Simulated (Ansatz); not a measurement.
Geometry optimisation, Ansatz, RKS PBE0-D4/def2-SVP.

Input file:

```yaml
crystal:
  periodic: [false, false, false]
  atoms:
    - { symbol: W, position_ang: [0.209347, -0.370953, 0.139582] }
    - { symbol: O, position_ang: [-0.064531, -0.489748, 2.027338] }
    - { symbol: H, position_ang: [-0.735079, -0.059551, 2.568586] }
    - { symbol: H, position_ang: [1.74571, 0.181997, -0.341076] }
    - { symbol: H, position_ang: [0.247988, 0.963839, -0.879307] }
    - { symbol: H, position_ang: [-1.032611, 0.716209, 0.212501] }
    - { symbol: H, position_ang: [-0.104837, -1.88565, -0.56439] }
    - { symbol: H, position_ang: [-0.987826, -0.409194, -1.028463] }
    - { symbol: H, position_ang: [1.193152, 2.035175, 1.470814] }
    - { symbol: H, position_ang: [0.957786, 1.472676, 1.853514] }
basis:
  gaussian: { orbitals: def2-SVP }
hamiltonian:
  xc: pbe0
  dispersion: d4
relax:
  f_tol: 0.03
  max_steps: 50
```

Command:

```bash
$ ansatz run input.yaml --threads 1 --pin off --max-ram 2048MiB --backend cpu --events-out ev --progress --plain --runs-dir out
```

Question: Where does it end, and by what steps?

Answer: It converged. The force dipped under the threshold on the way, but the program's further checks kept it going. After 21 steps the energy has fallen by 0.143 eV; H10 moved furthest, 0.87 Å.

| step | energy less start (eV) | largest force component (eV/Å) | accepted |
| --- | --- | --- | --- |
| 0 | 0.0000 | 1.403 | yes |
| 1 | -0.0997 | 0.209 | yes |
| 2 | -0.1185 | 0.338 | yes |
| 3 | -0.1328 | 0.160 | yes |
| 4 | -0.1342 | 0.101 | yes |
| 5 | -0.1376 | 0.049 | yes |
| 6 | -0.1380 | 0.033 | yes |
| 7 | -0.1384 | 0.051 | yes |
| 8 | -0.1387 | 0.160 | yes |
| 9 | -0.1392 | 0.072 | yes |
| 10 | -0.1382 | 0.082 | no |
| 11 | -0.1401 | 0.047 | yes |
| 12 | -0.1389 | 0.324 | no |
| 13 | -0.1318 | 0.373 | no |
| 14 | -0.1407 | 0.021 | yes |
| 15 | -0.1413 | 0.116 | yes |
| 16 | -0.1416 | 0.145 | yes |
| 17 | -0.1421 | 0.142 | yes |
| 18 | -0.1426 | 0.105 | yes |
| 19 | -0.1427 | 0.082 | yes |
| 20 | -0.1430 | 0.048 | yes |
| 21 | -0.1431 | 0.024 | yes |

```xyz
10
Properties=species:S:1:pos:R:3
W 0.140 -0.539 0.104
O -0.172 -0.792 1.928
H -0.749 -0.326 2.544
H 1.746 -0.067 -0.206
H 0.344 0.897 -0.744
H -0.988 0.654 0.271
H -0.314 -1.925 -0.768
H -1.007 -0.322 -1.103
H 1.121 2.338 1.351
H 1.308 2.237 2.082
```

Time of the run: 2.1 min on 1 thread of AMD EPYC 7R43 64-Core Processor (Zen 3) (shared host), peak memory 0.17 GiB.
